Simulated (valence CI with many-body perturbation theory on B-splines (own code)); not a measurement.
# E1 line list for Pt⁷¹⁺

Level of theory: configuration interaction combined with many-body perturbation theory (CI+MBPT): five valence electrons over a frozen Dirac-Fock core [He], a basis of 9 s, 9 p, 8 d, 6 f, 3 g, 1 h functions for each j, with the one-electron correlation potential Σ1 (screened to all orders), the two-electron term Σ2, the three-electron term Σ3, Breit, model QED; selected single and double excitations, second order for the rest (own B-spline code, finite nucleus).

The last digits are not significant, and no measured levels were compared; by estimate large intervals hold to a few tenths of a per cent, small ones and those within an open d or f shell to about a per cent. Among the levels kept, up to 1200 cm⁻¹ of a level comes from second order outside the variational space, and about a tenth of that is noise between levels of different J, which matters for small intervals.

Lines 101 to 150 of 262 in falling wavelength, among levels below 12841 eV, chosen from the strongest by gf and those to the six lowest levels. Wavelengths and rates use the calculated energies. Electric multipoles are in the length gauge, E1 and E2 with the static RPA response of the core. Weak lines are less certain than strong ones. Lines between different terms over intervals too small for the method are left out, as are lines whose strength nearly cancels. The highest levels of a list are the least certain.

Levels are named by their leading jj configuration (3d3/2^4 stands for four electrons in 3d with j = 3/2), which in mixed levels can hold well under half, so a name can repeat and another be missing. Letters in brackets count levels of one name in rising energy.

| λ vac (nm) | Upper | Lower | A (s⁻¹) | S (a.u.) with core polarisation | S without |
| --- | --- | --- | --- | --- | --- |
| 0.5568 | (2s 2p1/2^2 2p3/2 3d3/2) J=3/2 [b] | (2s^2 2p1/2^2 3d3/2) J=3/2 | 2.01e+13 | 6.87e-03 | 6.87e-03 |
| 0.5568 | (2s 2p1/2 2p3/2^3) J=5/2 | (2s^2 2p1/2 2p3/2^2) J=3/2 | 9.88e+11 | 5.05e-04 | 5.05e-04 |
| 0.5561 | (2p1/2^2 2p3/2^3) J=3/2 | (2s 2p1/2^2 2p3/2^2) J=3/2 | 3.19e+13 | 1.08e-02 | 1.08e-02 |
| 0.5558 | (2p1/2^2 2p3/2^3) J=3/2 | (2s 2p1/2^2 2p3/2^2) J=1/2 | 7.46e+12 | 2.53e-03 | 2.53e-03 |
| 0.5555 | (2s 2p1/2^2 2p3/2 3s) J=1/2 | (2s^2 2p1/2^2 3s) J=1/2 | 2.15e+13 | 3.65e-03 | 3.65e-03 |
| 0.5554 | (2s 2p1/2^2 2p3/2 3p1/2) J=1/2 | (2s^2 2p1/2^2 3p1/2) J=1/2 | 2.18e+13 | 3.69e-03 | 3.70e-03 |
| 0.5554 | (2s 2p1/2^2 2p3/2 3d3/2) J=5/2 [b] | (2s^2 2p1/2^2 3d3/2) J=3/2 | 1.87e+13 | 9.51e-03 | 9.52e-03 |
| 0.5552 | (2p1/2 2p3/2^4) J=1/2 | (2s 2p1/2 2p3/2^3) J=1/2 | 2.08e+13 | 3.51e-03 | 3.52e-03 |
| 0.5551 | (2s 2p1/2^2 2p3/2 3p1/2) J=3/2 [b] | (2s^2 2p1/2^2 3p1/2) J=1/2 | 2.12e+13 | 7.15e-03 | 7.16e-03 |
| 0.5550 | (2s 2p3/2^4) J=1/2 | (2s^2 2p3/2^3) J=3/2 | 3.39e+13 | 5.71e-03 | 5.72e-03 |
| 0.5530 | (2s 2p1/2^2 2p3/2 3p3/2) J=3/2 [b] | (2s^2 2p1/2^2 3p3/2) J=3/2 | 2.07e+13 | 6.93e-03 | 6.93e-03 |
| 0.5530 | (2s 2p1/2^2 2p3/2 3s) J=3/2 [b] | (2s^2 2p1/2^2 3s) J=1/2 | 2.00e+13 | 6.67e-03 | 6.68e-03 |
| 0.5529 | (2s 2p1/2^2 2p3/2 3d3/2) J=1/2 [b] | (2s^2 2p1/2^2 3d3/2) J=3/2 | 2.21e+13 | 3.69e-03 | 3.69e-03 |
| 0.5517 | (2s 2p1/2^2 2p3/2 3p3/2) J=1/2 [b] | (2s^2 2p1/2^2 3p3/2) J=3/2 | 2.03e+13 | 3.37e-03 | 3.38e-03 |
| 0.5465 | (2s 2p1/2^2 2p3/2^2) J=1/2 | (2s^2 2p1/2^2 2p3/2) J=3/2 | 1.77e+13 | 2.85e-03 | 2.86e-03 |
| 0.5462 | (2s 2p1/2^2 2p3/2^2) J=3/2 | (2s^2 2p1/2^2 2p3/2) J=3/2 | 3.33e+13 | 1.07e-02 | 1.07e-02 |
| 0.5430 | (2s 2p1/2 2p3/2^3) J=3/2 [b] | (2s^2 2p1/2 2p3/2^2) J=5/2 | 2.86e+13 | 9.04e-03 | 9.05e-03 |
| 0.5393 | (2s 2p1/2 2p3/2^3) J=1/2 | (2s^2 2p1/2 2p3/2^2) J=3/2 | 2.94e+13 | 4.55e-03 | 4.55e-03 |
| 0.5376 | (2s 2p1/2 2p3/2^3) J=3/2 [b] | (2s^2 2p1/2 2p3/2^2) J=3/2 | 1.30e+12 | 3.99e-04 | 4.00e-04 |
| 0.5287 | (2p1/2^2 2p3/2^3) J=3/2 | (2s 2p1/2^2 2p3/2^2) J=5/2 | 9.01e+12 | 2.63e-03 | 2.63e-03 |
| 0.3130 | (2s 2p1/2 2p3/2^3) J=3/2 [a] | (2s^2 2p1/2^2 2p3/2) J=3/2 | 2.66e+10 | 1.61e-06 | 1.61e-06 |
| 0.3097 | (2s 2p1/2 2p3/2^3) J=5/2 | (2s^2 2p1/2^2 2p3/2) J=3/2 | 2.96e+09 | 2.60e-07 | 2.61e-07 |
| 0.3042 | (2s 2p1/2 2p3/2^3) J=1/2 | (2s^2 2p1/2^2 2p3/2) J=3/2 | 1.17e+11 | 3.26e-06 | 3.26e-06 |
| 0.3036 | (2s 2p1/2 2p3/2^3) J=3/2 [b] | (2s^2 2p1/2^2 2p3/2) J=3/2 | 6.66e+10 | 3.68e-06 | 3.68e-06 |
| 0.3027 | (2s 2p3/2^4) J=1/2 | (2s^2 2p1/2 2p3/2^2) J=3/2 | 1.55e+11 | 4.24e-06 | 4.25e-06 |
| 0.1624 | (2s^2 2p1/2^2 3p1/2) J=1/2 | (2s 2p1/2^2 2p3/2^2) J=1/2 | 8.04e+10 | 3.40e-07 | 3.40e-07 |
| 0.1563 | (2s^2 2p1/2^2 3s) J=1/2 | (2s^2 2p1/2 2p3/2^2) J=1/2 | 2.01e+10 | 7.56e-08 | 7.56e-08 |
| 0.1516 | (2s^2 2p1/2^2 3p3/2) J=3/2 | (2s 2p1/2^2 2p3/2^2) J=1/2 | 2.40e+10 | 1.65e-07 | 1.65e-07 |
| 0.1495 | (2s^2 2p1/2^2 3p3/2) J=3/2 | (2s 2p1/2^2 2p3/2^2) J=5/2 | 1.28e+11 | 8.46e-07 | 8.45e-07 |
| 0.1428 | (2s^2 2p1/2^2 3d3/2) J=3/2 | (2s^2 2p1/2 2p3/2^2) J=1/2 | 3.68e+10 | 2.12e-07 | 2.12e-07 |
| 0.1415 | (2s^2 2p1/2^2 3d3/2) J=3/2 | (2s^2 2p1/2 2p3/2^2) J=3/2 | 8.49e+10 | 4.74e-07 | 4.75e-07 |
| 0.1395 | (2s^2 2p1/2^2 3d5/2) J=5/2 | (2s^2 2p1/2 2p3/2^2) J=5/2 | 9.68e+09 | 7.78e-08 | 7.80e-08 |
| 0.1391 | (2s^2 2p1/2^2 3d5/2) J=5/2 | (2s^2 2p1/2 2p3/2^2) J=3/2 | 5.61e+09 | 4.47e-08 | 4.47e-08 |
| 0.1314 | (2s^2 2p1/2 2p3/2 3p1/2) J=3/2 [a] | (2s 2p1/2^2 2p3/2^2) J=1/2 | 7.00e+10 | 3.14e-07 | 3.13e-07 |
| 0.1306 | (2s^2 2p1/2 2p3/2 3p1/2) J=3/2 [b] | (2s 2p1/2^2 2p3/2^2) J=1/2 | 6.76e+11 | 2.97e-06 | 2.97e-06 |
| 0.1298 | (2s^2 2p1/2 2p3/2 3p1/2) J=3/2 [a] | (2s 2p1/2^2 2p3/2^2) J=5/2 | 1.96e+10 | 8.47e-08 | 8.44e-08 |
| 0.1296 | (2s^2 2p1/2 2p3/2 3p1/2) J=5/2 | (2s 2p1/2^2 2p3/2^2) J=5/2 | 2.51e+11 | 1.62e-06 | 1.62e-06 |
| 0.1290 | (2s^2 2p1/2 2p3/2 3p1/2) J=3/2 [b] | (2s 2p1/2^2 2p3/2^2) J=5/2 | 8.42e+11 | 3.57e-06 | 3.56e-06 |
| 0.1281 | (2s 2p1/2^2 2p3/2 3s) J=3/2 [a] | (2s 2p1/2^2 2p3/2^2) J=1/2 | 9.78e+13 | 4.06e-04 | 4.05e-04 |
| 0.1274 | (2s^2 2p1/2 2p3/2 3s) J=3/2 [a] | (2s^2 2p1/2 2p3/2^2) J=1/2 | 9.35e+11 | 3.82e-06 | 3.82e-06 |
| 0.1273 | (2s^2 2p1/2 2p3/2 3s) J=1/2 | (2s^2 2p1/2 2p3/2^2) J=1/2 | 1.03e+14 | 2.09e-04 | 2.09e-04 |
| 0.1271 | (2s 2p1/2^2 2p3/2 3s) J=1/2 | (2s 2p1/2^2 2p3/2^2) J=3/2 | 2.43e+14 | 4.92e-04 | 4.91e-04 |
| 0.1271 | (2s 2p1/2^2 2p3/2 3s) J=1/2 | (2s 2p1/2^2 2p3/2^2) J=1/2 | 1.07e+14 | 2.17e-04 | 2.16e-04 |
| 0.1271 | (2s^2 2p1/2 2p3/2 3s) J=3/2 [b] | (2s^2 2p1/2 2p3/2^2) J=1/2 | 1.01e+14 | 4.11e-04 | 4.10e-04 |
| 0.1270 | (2s 2p1/2^2 2p3/2 3s) J=3/2 [b] | (2s 2p1/2^2 2p3/2^2) J=3/2 | 1.30e+14 | 5.25e-04 | 5.24e-04 |
| 0.1270 | (2s 2p1/2^2 2p3/2 3s) J=3/2 [b] | (2s 2p1/2^2 2p3/2^2) J=1/2 | 1.79e+11 | 7.25e-07 | 7.25e-07 |
| 0.1270 | (2s 2p1/2^2 2p3/2 3s) J=5/2 | (2s 2p1/2^2 2p3/2^2) J=5/2 | 1.40e+14 | 8.49e-04 | 8.48e-04 |
| 0.1267 | (2s^2 2p1/2 2p3/2 3s) J=3/2 [a] | (2s^2 2p1/2 2p3/2^2) J=5/2 | 2.86e+13 | 1.15e-04 | 1.15e-04 |
| 0.1266 | (2s^2 2p1/2^2 3s) J=1/2 | (2s^2 2p1/2^2 2p3/2) J=3/2 | 2.94e+14 | 5.89e-04 | 5.88e-04 |
| 0.1266 | (2s 2p1/2^2 2p3/2 3s) J=3/2 [a] | (2s 2p1/2^2 2p3/2^2) J=5/2 | 2.24e+14 | 8.95e-04 | 8.93e-04 |
